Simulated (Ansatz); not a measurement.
Coupled-cluster diagnostics for the cluster Na₅⁺, Ansatz.

Geometry of the singlet (r2SCAN/def2-SVP):

Cartesian coordinates in Å:
```
Na -2.236 2.668 0.904
Na -3.403 0.620 -1.464
Na -0.029 -0.071 -0.111
Na 2.783 -2.202 -1.225
Na 2.885 -1.015 1.896
```

Correlated methods freeze 5 core orbitals; core or outer-core shells of Na are correlated, in sets that lack core-valence functions. The structure comes from a short search, and lower isomers may exist.

(1) Estimate the CCSD(T) correlation energy, the shares of MP2 and (T), T1 and the reference's ⟨S²⟩ for: charge 1, singlet, own geometry in def2-TZVPP; and the rough time on 4 threads of Arm Neoverse V1 on a shared host.

## Answers

(1) 
```tsv
state	basis	correlation (eV)	MP2 share (%)	(T) share (%)	T1	⟨S²⟩ (pure)	wall time	remarks
charge 1, singlet, own geometry	def2-TZVPP	-24.860	94.2	1.5	0.008	0.00 (0.00)	78 s	restricted SCF unstable
```
Customary marks for T1 are 0.02 (closed shells), 0.045 (open shells) and about 0.05 (3d metals). T1 stays under 0.02 throughout.
